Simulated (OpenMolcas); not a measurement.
Ta4+ with 6 ligands (fluoride) in octahedral coordination (Oh). A charge of +0.333 e stands 2.8 Å behind each ligand. Ligand basis ANO-RCC-VDZP.

```yaml
Program: OpenMolcas 26.06
Method: CASSCF
Basis: ANO-RCC-VTZP [8s7p5d3f2g1h]
Scalar_Hamiltonian: DKH2, point nucleus
Active_space: 1 electron in 5 orbitals (5d)
State_averaging: 2S+1 = 2 even, 5 roots
Spin-orbit_coupling: RASSI with atomic mean-field integrals over the reference wave functions
```

All ligands move together. At R = 1.86 Å the first state of the same spin is 46537 cm-1, and at R = 2.11 Å it is 26972 cm-1.

Q: A third run gives 35237 cm-1. What distance was it run at?

A: With a power law R^-n the two known points give n = -ln(26972 / 46537) / ln(2.11 / 1.86) = 4.33. Then R = 1.86 × (46537 / 35237)^(1/4.33) = 1.983 Å. The run was at 1.99 Å, so the estimate is off by -0.007 Å.

An orbital triplet at a regular site is open to Jahn-Teller coupling, which can distort the site and quench the lowest spin-orbit gaps and is left out. With metal d orbitals alone the field can be off either way by tens of per cent. Ligand-to-metal charge-transfer states are missing. The least metal-like active orbital is 71 % on the metal (Löwdin) and no ligand orbital is active, so the numbers are rough (holds for R = 1.86). The least metal-like active orbital is 77 % on the metal (Löwdin) and no ligand orbital is active, so the numbers are rough (holds for R = 1.99). The least metal-like active orbital is 80 % on the metal (Löwdin) and no ligand orbital is active, so the numbers are rough (holds for R = 2.11). No measured value stands beside these numbers; the geometry was imposed, not optimised, and the real ion may take another.
